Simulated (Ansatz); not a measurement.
Stepwise reaction of `[OH][SnH]([Cl])[Cl]` with hydrogen, as a gas-phase model of exchange steps in deposition or etching. ΔE in kJ/mol.

Computed with Ansatz on PBE0-D4/def2-TZVP structures; ΔE is electronic, products minus reactants. CBS: MP2 limit from def2 TZ/QZ plus the TZ coupled-cluster correction, frozen cores. This one scheme is used for every species. DFT in def2-TZVPP. B3LYP here is the variant with VWN-RPA as its local correlation; programs differ in this. Elements past krypton have def2 core potentials. For Sn outer-core shells are correlated without core-valence functions, which leaves a few kJ/mol of doubt a bond. Each species was taken in one conformer, which may not be the lowest.

```
step                                             reaction  PBE-D4  B3LYP-D4  ωB97M-V  CCSD(T)/CBS
   1  `[OH][SnH]([Cl])[Cl]` + H₂ → `[OH][SnH2][Cl]` + HCl    74.3      74.8     72.0         75.9
   2           `[OH][SnH2][Cl]` + H₂ → `[OH][SnH3]` + HCl    81.9      82.9     80.5         84.8
```

Question: By hand: ΔE of the 2 steps together at CCSD(T)/CBS.

Answer: (75.9) + (84.8) = 160.7 kJ/mol, or 80.3 kJ/mol a step.

In ΔE each step is higher than the one before. All are uphill at CCSD(T)/CBS. PBE-D4 differs from CCSD(T)/CBS by -2.9 to -1.6 kJ/mol a step. Isolated molecules leave out the surface, adducts and barriers. Largest T1 diagnostic: 0.014.
